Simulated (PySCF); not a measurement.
propene (C$_{3}$H$_{6}$), singlet, geometry from GFN2-xTB; B3LYP/6-31+G*, polarisability by finite fields run with PySCF.

The PySCF input:
```python
from pyscf import gto, scf, dft

mol = gto.M(
    atom='''
C     1.27989193    0.12352179    0.00919112
C     0.00825223    0.47486055    0.00924347
H     1.58086326   -0.91147352   -0.00926160
H     2.07459801    0.84971927    0.02748105
H    -0.26659719    1.52209281    0.02807201
C    -1.13573952   -0.48243353   -0.01537878
H    -0.78376375   -1.51090673   -0.03343425
H    -1.76443256   -0.33959044    0.86334919
H    -1.75509560   -0.30553422   -0.89454124
''',
    basis='6-31+g*',
    verbose=4,
)

mf = dft.RKS(mol)
mf.xc = 'b3lyp'
mf.conv_tol = 1e-11
mf.kernel()
h0, z, done = mf.get_hcore(), mol.intor('int1e_r')[2], []
def energy(F):
    f = mf.copy()
    f.scf_summary = {}
    f.get_hcore = lambda *a: h0 + F * z
    e = f.kernel(mf.make_rdm1())
    done.append(f.converged)
    return e
F = 0.001
alpha = -(energy(F) + energy(-F) - 2 * mf.e_tot) / F**2
print('alpha_zz =', alpha)
```

Write the output that PySCF gives for this input, abridged.


```
PySCF version 2.14.0

[INPUT] verbose = 4
[INPUT] num. atoms = 9
[INPUT] num. electrons = 24
[INPUT] charge = 0
[INPUT] spin (= nelec alpha-beta = 2S) = 0
[INPUT] symmetry False subgroup None
[INPUT] Mole.unit = angstrom
[INPUT] Symbol           X                Y                Z      unit          X                Y                Z       unit  Magmom
[INPUT]  1 C      1.279891930000   0.123521790000   0.009191120000 AA    2.418645216741   0.233422353516   0.017368699578 Bohr   0.0
[INPUT]  2 C      0.008252230000   0.474860550000   0.009243470000 AA    0.015594454617   0.897356386860   0.017467626741 Bohr   0.0
[INPUT]  3 H      1.580863260000  -0.911473520000  -0.009261600000 AA    2.987398601787  -1.722435322593  -0.017501887475 Bohr   0.0
[INPUT]  4 H      2.074598010000   0.849719270000   0.027481050000 AA    3.920422057468   1.605736703065   0.051931658115 Bohr   0.0
[INPUT]  5 H     -0.266597190000   1.522092810000   0.028072010000 AA   -0.503795674679   2.876338547070   0.053048410666 Bohr   0.0
[INPUT]  6 C     -1.135739520000  -0.482433530000  -0.015378780000 AA   -2.146236641645  -0.911667245007  -0.029061682330 Bohr   0.0
[INPUT]  7 H     -0.783763750000  -1.510906730000  -0.033434250000 AA   -1.481098833862  -2.855199919462  -0.063181575680 Bohr   0.0
[INPUT]  8 H     -1.764432560000  -0.339590440000   0.863349190000 AA   -3.334294303665  -0.641732926121   1.631493518965 Bohr   0.0
[INPUT]  9 H     -1.755095600000  -0.305534220000  -0.894541240000 AA   -3.316650006429  -0.577375997483  -1.690437950729 Bohr   0.0

nuclear repulsion = 71.2485741166534
number of shells = 36
number of NR pGTOs = 117
number of NR cGTOs = 66
basis = 6-31+g*
ecp = {}

******** <class 'pyscf.dft.rks.RKS'> ********
method = RKS
initial guess = minao
damping factor = 0
level_shift factor = 0
DIIS = <class 'pyscf.scf.diis.CDIIS'>
diis_start_cycle = 1
diis_space = 8
diis_damp = 0
SCF conv_tol = 1e-11
SCF conv_tol_grad = None
SCF max_cycles = 50
direct_scf = True
direct_scf_tol = 1e-13
XC library pyscf.dft.libxc version 7.1.2
    S. Lehtola, C. Steigemann, M. J. T. Oliveira, and M. A. L. Marques,  SoftwareX 7, 1–5 (2018)
XC functionals = b3lyp
    P. J. Stephens, F. J. Devlin, C. F. Chabalowski, and M. J. Frisch,  J. Phys. Chem. 98, 11623 (1994)
radial grids:
    Treutler-Ahlrichs [JCP 102, 346 (1995); DOI:10.1063/1.469408] (M4) radial grids

becke partition: Becke, JCP 88, 2547 (1988); DOI:10.1063/1.454033
pruning grids: <function nwchem_prune>
grids dens level: 3
symmetrized grids: False
atomic radii adjust function: <function treutler_atomic_radii_adjust>
small_rho_cutoff = 0
Set gradient conv threshold to 3.16228e-06
Initial guess from minao.
tot grids = 101208
init E= -118.017079852765
  HOMO = -0.31203271149252  LUMO = -0.0702323808597818  gap/eV = 6.57972
cycle= 1 E= -117.872159102448  delta_E= 0.145  |g|= 0.365  |ddm|= 2.51
  HOMO = -0.19089676282284  LUMO = 0.0269738622367601  gap/eV = 5.92856
cycle= 2 E= -117.861999975925  delta_E= 0.0102  |g|= 0.414  |ddm|= 0.915
  HOMO = -0.262205874473306  LUMO = 0.00601256142784967  gap/eV = 7.29860
cycle= 3 E= -117.910659418163  delta_E= -0.0487  |g|= 0.0117  |ddm|= 0.541
  HOMO = -0.260675363559222  LUMO = 0.00772077814376138  gap/eV = 7.30343
cycle= 4 E= -117.910689090537  delta_E= -2.97e-05  |g|= 0.00513  |ddm|= 0.0285
  HOMO = -0.261171812782817  LUMO = 0.00726982437447443  gap/eV = 7.30467
cycle= 5 E= -117.910694725953  delta_E= -5.64e-06  |g|= 0.00207  |ddm|= 0.00908
  HOMO = -0.261045808515285  LUMO = 0.00736784842827953  gap/eV = 7.30391
cycle= 6 E= -117.910695734245  delta_E= -1.01e-06  |g|= 0.000422  |ddm|= 0.00193
  HOMO = -0.261048534018002  LUMO = 0.00735766878638433  gap/eV = 7.30370
cycle= 7 E= -117.910695777969  delta_E= -4.37e-08  |g|= 0.000176  |ddm|= 0.000636
  HOMO = -0.261062087994166  LUMO = 0.00734887140876461  gap/eV = 7.30383
cycle= 8 E= -117.910695785939  delta_E= -7.97e-09  |g|= 1.65e-05  |ddm|= 0.00017
  HOMO = -0.261061710389101  LUMO = 0.00734936321064783  gap/eV = 7.30384
cycle= 9 E= -117.910695786017  delta_E= -7.74e-11  |g|= 2.75e-06  |ddm|= 3.99e-05
  HOMO = -0.261061567661173  LUMO = 0.00734944009145844  gap/eV = 7.30384
cycle= 10 E= -117.91069578602  delta_E= -3.07e-12  |g|= 2.89e-07  |ddm|= 4.45e-06
  HOMO = -0.261061534103884  LUMO = 0.00734947340147407  gap/eV = 7.30384
Extra cycle  E= -117.91069578602  delta_E=    0  |g|= 2.86e-07  |ddm|= 7.97e-07
converged SCF energy = -117.91069578602

******** <class 'pyscf.dft.rks.RKS'> ********
method = RKS
initial guess = minao
damping factor = 0
level_shift factor = 0
DIIS = <class 'pyscf.scf.diis.CDIIS'>
diis_start_cycle = 1
diis_space = 8
diis_damp = 0
SCF conv_tol = 1e-11
SCF conv_tol_grad = None
SCF max_cycles = 50
direct_scf = True
direct_scf_tol = 1e-13
XC library pyscf.dft.libxc version 7.1.2
    S. Lehtola, C. Steigemann, M. J. T. Oliveira, and M. A. L. Marques,  SoftwareX 7, 1–5 (2018)
XC functionals = b3lyp
    P. J. Stephens, F. J. Devlin, C. F. Chabalowski, and M. J. Frisch,  J. Phys. Chem. 98, 11623 (1994)
radial grids:
    Treutler-Ahlrichs [JCP 102, 346 (1995); DOI:10.1063/1.469408] (M4) radial grids

becke partition: Becke, JCP 88, 2547 (1988); DOI:10.1063/1.454033
pruning grids: <function nwchem_prune>
grids dens level: 3
symmetrized grids: False
atomic radii adjust function: <function treutler_atomic_radii_adjust>
small_rho_cutoff = 0
Overwritten attributes  get_hcore  of <class 'pyscf.dft.rks.RKS'>
Set gradient conv threshold to 3.16228e-06
init E= -117.910694692856
  HOMO = -0.261049842244589  LUMO = 0.00726992335014831  gap/eV = 7.30135
cycle= 1 E= -117.910706319564  delta_E= -1.16e-05  |g|= 0.00294  |ddm|= 0.0762
  HOMO = -0.261065058620841  LUMO = 0.00727064741828576  gap/eV = 7.30179
cycle= 2 E= -117.910707911853  delta_E= -1.59e-06  |g|= 0.00183  |ddm|= 0.0148
  HOMO = -0.261056204949965  LUMO = 0.00727419938599061  gap/eV = 7.30164
cycle= 3 E= -117.910708828803  delta_E= -9.17e-07  |g|= 2.95e-05  |ddm|= 0.00587
  HOMO = -0.261060759681334  LUMO = 0.00727041229722536  gap/eV = 7.30166
cycle= 4 E= -117.910708828946  delta_E= -1.44e-10  |g|= 2.44e-05  |ddm|= 0.000127
  HOMO = -0.26105843665266  LUMO = 0.00727239672891589  gap/eV = 7.30165
cycle= 5 E= -117.910708829087  delta_E= -1.41e-10  |g|= 8.69e-06  |ddm|= 3.05e-05
  HOMO = -0.26105812964895  LUMO = 0.00727249182822121  gap/eV = 7.30165
cycle= 6 E= -117.910708829105  delta_E= -1.86e-11  |g|= 2.79e-06  |ddm|= 1.03e-05
  HOMO = -0.261058559136112  LUMO = 0.0072722029669956  gap/eV = 7.30165
cycle= 7 E= -117.910708829108  delta_E= -2.33e-12  |g|= 2.3e-07  |ddm|= 3.25e-06
  HOMO = -0.261058505038143  LUMO = 0.00727224012836114  gap/eV = 7.30165
Extra cycle  E= -117.910708829107  delta_E= 7.11e-13  |g|= 2.31e-07  |ddm|= 9.23e-07
converged SCF energy = -117.910708829107

******** <class 'pyscf.dft.rks.RKS'> ********
method = RKS
initial guess = minao
damping factor = 0
level_shift factor = 0
DIIS = <class 'pyscf.scf.diis.CDIIS'>
diis_start_cycle = 1
diis_space = 8
diis_damp = 0
SCF conv_tol = 1e-11
SCF conv_tol_grad = None
SCF max_cycles = 50
direct_scf = True
direct_scf_tol = 1e-13
XC library pyscf.dft.libxc version 7.1.2
    S. Lehtola, C. Steigemann, M. J. T. Oliveira, and M. A. L. Marques,  SoftwareX 7, 1–5 (2018)
XC functionals = b3lyp
    P. J. Stephens, F. J. Devlin, C. F. Chabalowski, and M. J. Frisch,  J. Phys. Chem. 98, 11623 (1994)
radial grids:
    Treutler-Ahlrichs [JCP 102, 346 (1995); DOI:10.1063/1.469408] (M4) radial grids

becke partition: Becke, JCP 88, 2547 (1988); DOI:10.1063/1.454033
pruning grids: <function nwchem_prune>
grids dens level: 3
symmetrized grids: False
atomic radii adjust function: <function treutler_atomic_radii_adjust>
small_rho_cutoff = 0
Set gradient conv threshold to 3.16228e-06
init E= -117.910696879184
  HOMO = -0.261076397592104  LUMO = 0.00724681139959094  gap/eV = 7.30145
cycle= 1 E= -117.910708506392  delta_E= -1.16e-05  |g|= 0.00294  |ddm|= 0.0763
  HOMO = -0.261079390037884  LUMO = 0.00725814981656914  gap/eV = 7.30184
cycle= 2 E= -117.910710098831  delta_E= -1.59e-06  |g|= 0.00183  |ddm|= 0.0148
  HOMO = -0.261075609877653  LUMO = 0.00725720481668279  gap/eV = 7.30171
cycle= 3 E= -117.910711015704  delta_E= -9.17e-07  |g|= 2.57e-05  |ddm|= 0.00588
  HOMO = -0.261078664580538  LUMO = 0.0072549153846837  gap/eV = 7.30173
cycle= 4 E= -117.910711015913  delta_E= -2.1e-10  |g|= 1.18e-05  |ddm|= 0.000124
  HOMO = -0.261076599550667  LUMO = 0.00725628660712818  gap/eV = 7.30171
cycle= 5 E= -117.910711015944  delta_E= -3.1e-11  |g|= 5.42e-06  |ddm|= 1.85e-05
  HOMO = -0.261077199525601  LUMO = 0.00725591054698427  gap/eV = 7.30172
cycle= 6 E= -117.910711015952  delta_E= -7.47e-12  |g|= 1.35e-06  |ddm|= 6.41e-06
  HOMO = -0.261077251430921  LUMO = 0.00725582926839197  gap/eV = 7.30172
Extra cycle  E= -117.910711015951  delta_E= 9.38e-13  |g|= 2.46e-06  |ddm|= 3.79e-06
converged SCF energy = -117.910711015951
alpha_zz = 28.27301818797423
```
